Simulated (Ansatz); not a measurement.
`C=[C](F)[InH2]` + HBr → `[Br][InH2]` + `C=CF` at 500 K and 1 bar (ligand exchange at the In–C bond).

Isolated molecules relaxed with PBE0-D4/def2-TZVP in Ansatz; ΔE leaves out vibrations. CCSD(T)/CBS adds triple-zeta CCSD(T) − MP2 to the extrapolated MP2 energy (def2 sets, frozen cores). Elements past krypton have def2 core potentials. For Br, In outer-core shells are correlated without core-valence functions, which leaves a few kJ/mol of doubt a bond. Scalar relativity is left out up to krypton.

```csv
species,CCSD(T)/CBS energy (Eh),H − E (kJ/mol),S (J/(mol·K))
`C=[C](F)[InH2]`,-368.04636,158.9,386.7
HBr,-2573.91920,30.5,213.7
`[Br][InH2]`,-2764.36342,58.2,318.8
`C=CF`,-177.66469,139.4,282.9
```

H − E and S are ideal-gas, rigid-rotor, harmonic terms from PBE0-D4/def2-TZVP. 1 Eh = 2625.50 kJ/mol, R = 8.31446 J/(mol·K).

By hand: ΔE, ΔH, ΔS and ΔG.

ΔE = (-2764.36342) + (-177.66469) − (-368.04636) − (-2573.91920) = -0.06255 Eh = -164.2 kJ/mol. Δ(H − E) = 58.2 + 139.4 − 158.9 − 30.5 = 8.2, so ΔH = -156.0 kJ/mol. ΔS = 318.8 + 282.9 − 386.7 − 213.7 = 1.3 J/(mol·K). ΔG = -156.0 − 500 × (1.3)/1000 = -156.7 kJ/mol.

By hand: the equilibrium constant, and the temperature at which ΔG would vanish if ΔH and ΔS stayed fixed.

log₁₀ K = −ΔG/(RT ln 10) = 16.4. ΔH and −TΔS have one sign here, so there is no such temperature.

The number of gas molecules stays the same, so ΔS is small and ΔH decides. A doubt of 5 kJ/mol in ΔE shifts log₁₀ K by 0.5 here. These are equilibria of isolated gas molecules and say nothing of rates. Largest T1 diagnostic: 0.014 (customary marks: 0.02 for closed shells, 0.045 for open ones).

ΔS is within the doubt of such terms, so its sign, and with it that verdict, could turn.
